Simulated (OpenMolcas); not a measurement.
**Co IV: effect of the IPEA shift**

- Program: OpenMolcas
- Basis: ANO-RCC-VTZP [6s5p3d2f1g]
- Scalar Hamiltonian: DKH2, point nucleus
- Active space: 6 electrons in 5 orbitals (3d)
- State averaging: 2S+1 = 5 even, 5 roots; 2S+1 = 3 even, 45 roots; 2S+1 = 1 even, 50 roots
- Spin-orbit coupling: state interaction with AMFI integrals over the reference wave functions, term energies averaged over their components

Methods on the same reference wave functions:
A. CASSCF
B. MS-CASPT2, IPEA 0 Eh, imaginary shift 0.1 Eh (closed shells correlated: 3s 3p)
C. MS-CASPT2, IPEA 0.25 Eh, imaginary shift 0.1 Eh (closed shells correlated: 3s 3p)

Energies in cm-1 above 3d6 5D4, the measured ground level; measured values from Sugar and Corliss, J. Phys. Chem. Ref. Data 10, 1097 (1981).

```csv
Level,A,B,C,Measured
3d6 5D4,0.0,0.0,0.0,0.0
3d6 5D3,654,658,657,639
3d6 5D2,1112,1111,1111,1078
3d6 5D1,1407,1400,1401,
3d6 5D0,1551,1542,1543,1494
3d6 3H6,25851,23450,23970,23680
3d6 3H5,26181,23760,24280,24032
3d6 3H4,26421,23960,24480,24272
3d6 3P2(1),28190,22110,22930,22883
3d6 3F4(1),29562,24870,25630,25396
3d6 3F3(1),29933,25180,25960,25736
3d6 3P1(1),30095,24020,24830,24729
3d6 3F2(1),30211,25410,26200,25969
3d6 3P0(1),30869,24790,25600,25449
3d6 3G5,32648,28810,29380,29022
3d6 3G4,33267,29380,29960,29592
3d6 3G3,33528,29630,30210,29868
3d6 1I6,38970,36220,36510,35943
3d6 1G4(1),41161,37190,37570,36683
3d6 3D1,42217,35990,36720,
3d6 3D2,42245,36000,36730,
3d6 3D3,42430,36200,36930,36554
3d6 1S0(1),47796,41160,42000,41442
3d6 1D2(1),51120,43110,43490,42342
```

Deviations, from unrounded energies. A percentage is the sum of absolute deviations over the sum of measured energies, with the sign that they share, or ± where signs differ.

```json
{"Against measurement": "mean absolute deviation (cm-1)", "Levels": "20", "A": "3700", "B": "380", "C": "320"}
{"Against measurement": "fine structure of the ground term (%)", "Levels": "3", "A": "+3.3", "B": "+3.1", "C": "+3.1"}
{"Against measurement": "other terms of the ground configuration (%)", "Levels": "17", "A": "+14.8", "B": "±1.5", "C": "+1.3"}
```

C lies closest to measurement on these levels and A furthest from it. The largest miss of C in the table is 3d6 1D2(1), by +1100 cm-1. The ranking rests on the paired levels alone, and a cruder setting can come out closer through cancelling errors.

Between B and C the level of the table that moves most is 3d6 1S0(1), by 840 cm-1 (lowest in B, highest in C). Moves below CASPT2's spread within the term are not significant.

The mean deviations of B to C differ by less than CASPT2's widest spread within a term (1300 cm-1), so their order carries little weight.

From A to B the spin-free energies of the other terms of 3d6 shown, above 5D, scale by factors of 0.79 to 0.93, as is usual when dynamic correlation screens the repulsion within a d or f shell.

The lowest spin-free term lies below A's lowest term by 0.413 hartree in B, 0.405 hartree in C.

CASPT2 breaks the degeneracy within a term, and the mean is taken; among the terms shown or strongly mixed into the levels shown the widest spread is 1300 cm-1 (3d6 1I, C). The CASPT2 spread within a term exceeds the gap to the next term for 3d6 3D and 3d6 1I, so the order of their levels is uncertain (figures for B; the like holds for C). Without dynamic correlation excited terms often stand tens of per cent too high (terms of higher spin than the ground term too low), and those without a measured partner can miss by more than the paired ones (holds for A). Measured partners are found by configuration, term and J. A level has none where our copy of the source lacks it or the pairing is in doubt (some pairs that miss far off the trend of their configuration count as doubtful), and it then counts in no deviation. Levels of configurations outside the active space are missing. Levels that lie high or do not pair safely by name in every column are left out.

A number in round brackets counts repeated terms of one configuration in the order of the reference energies.
